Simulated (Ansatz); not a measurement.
C3H7O2 (SMILES COCC[O]), doublet, geometry from GFN2-xTB; PBE0/3-21G run with Ansatz (a program for electronic structure).

Ansatz was given this input:
Ansatz 0.2 input:
```yaml
crystal:
  periodic: [false, false, false]
  atoms:
    - {symbol: C, position_ang: [1.99023248, 0.40467319, 0.01228498]}
    - {symbol: O, position_ang: [1.12307932, -0.62263764, -0.39845659]}
    - {symbol: C, position_ang: [-0.16768770, -0.23805746, -0.67488860]}
    - {symbol: C, position_ang: [-1.05351121, -0.05487559, 0.66183113]}
    - {symbol: O, position_ang: [-2.24162257, 0.37092892, 0.35792977]}
    - {symbol: H, position_ang: [2.00415331, 1.22731933, -0.71077847]}
    - {symbol: H, position_ang: [1.69374747, 0.80150983, 0.99152291]}
    - {symbol: H, position_ang: [2.98130173, -0.03750718, 0.09120019]}
    - {symbol: H, position_ang: [-0.64115609, -1.04556706, -1.23494497]}
    - {symbol: H, position_ang: [-0.23155284, 0.70585661, -1.22781825]}
    - {symbol: H, position_ang: [-1.01524996, -1.01885081, 1.20686636]}
    - {symbol: H, position_ang: [-0.45709912, 0.71046824, 1.21280186]}
basis:
  gaussian:
    orbitals: 3-21G.json
hamiltonian:
  xc: pbe0
magnetization: {spin_polarized: true, initial_magnetization: 1}
```
The basis file holds 3-21G in the JSON format of the Basis Set Exchange.

What the program printed (banner, timings and long lists left out):

```
Functional definition: PBE0
692 factors; integrals over basis functions are off by at most 9.5e-4 eV
mean field evaluation 1: about -7263.9827 eV, gradient 2.8e1 eV
mean field evaluation 2: about -7260.5922 eV, gradient 4.2e1 eV
mean field evaluation 4: about -7267.6485 eV, gradient 4.5e0 eV
mean field evaluation 8: about -7267.8314 eV, gradient 1.1e-1 eV
mean field evaluation 16: about -7267.8330 eV, gradient 1.9e-2 eV
mean field evaluation 32: about -7267.7841 eV, gradient 4.9e-1 eV
mean field -7267.83310775 eV, -267.0879403957 hartree, gradient 1.2e-5 eV, S^2 0.754480; 2 other end points of the search recorded, 0 dependent functions left out
reference -7267.83312463 eV, -267.0879410159 hartree; 21, 20 occupied and 38, 39 virtual orbitals, 692 factors
Total energy: -7267.83312463 eV, -267.0879410159 hartree
```
